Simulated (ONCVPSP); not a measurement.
Si: variants of one ONCV potential

Base potential:

- Element: Si (Z = 14)
- Generator: ONCVPSP 4.0.1
- Type: optimised norm-conserving Vanderbilt (ONCV)
- Functional: Wu-Cohen
- Relativity: scalar-relativistic
- Frozen core: [Ne]
- Valence charge: 4
- Reference configuration: 3s2 (charge +2)
- Partial waves: 3s: rc 1.75 bohr, ncon 5, nbas 9, qcut 4.4 1/bohr, 2 projectors, debl 1.7 Ha; p scattering state at 0.09 Ha: rc 1.55 bohr, ncon 4, nbas 7, qcut 5.5 1/bohr, 1 projector
- Local potential: polynomial inside 1.15 bohr (lpopt 4, dvloc0 3 Ha)
- Core correction: polynomial model core, fcfact 0.4

In the p channel the program set the typed energies aside and used 0.050 Ha.

Cutoffs, loose and tight: the cutoffs (Ha) at which the residual kinetic energy of the hardest occupied pseudo-wave falls to 1 and 0.1 mHa per electron. They do not see the model core or the augmentation charge, which bear on the density cutoff. Test errors are all-electron minus pseudo excitation energies from the reference, over the configurations 3s2 3p2; 3s2 3p1; 3s1; 3s0 3p4. A dash means not determined; rows that change the core or the reference have their own tests.

A true bound ghost makes a file unfit for plane-wave use even where its test errors are small: the radial tests pick states by their node count and pass the ghost by.

| change | outcome | cutoff, loose | cutoff, tight | bound ghosts | GHOST(+) flags above zero | largest test error (meV) |
| --- | --- | --- | --- | --- | --- | --- |
| base | generated, projector energies reset by the program | 8.4 Ha | 15 Ha | none | none | +457 |
| local potential polynomial inside 1.15 bohr (lpopt 4, dvloc0 9 Ha) | generated, projector energies reset by the program | 8.4 Ha | 15 Ha | none | none | +329 |
| p: qcut 6.1 | generated, projector energies reset by the program | 8.4 Ha | 15 Ha | none | none | +457 |
| p: qcut 6.2 | generated, projector energies reset by the program | 8.4 Ha | 15 Ha | none | none | +457 |
| s: qcut 4.1; p: qcut 5.2 | generated, projector energies reset by the program | 8.3 Ha | 25 Ha | none | none | +457 |
| all radii but the core radius scaled by about 1.10 (s 1.92, p 1.70 bohr); local potential polynomial inside 1.26 bohr (lpopt 4, dvloc0 3 Ha) | generated, projector energies reset by the program | 8.2 Ha | 16 Ha | none | none | +422 |
| p: rc 2.26 | failed: ERROR pspot: first pseudo wave function has node, program will stop | – | – | – | – | – |

Task: What comes out with this change to the base: s: nbas 10?

Result: outcome: generated, projector energies reset by the program; cutoff, loose: 8.3 Ha; cutoff, tight: 15 Ha; bound ghosts: none; GHOST(+) flags above zero: none; largest test error (meV): +457.

Task: What comes out with this change to the base: p: nproj 3?

Result: outcome: generated, projector energies reset by the program; cutoff, loose: 8.4 Ha; cutoff, tight: 15 Ha; bound ghosts: p; GHOST(+) flags above zero: p; largest test error (meV): +57.
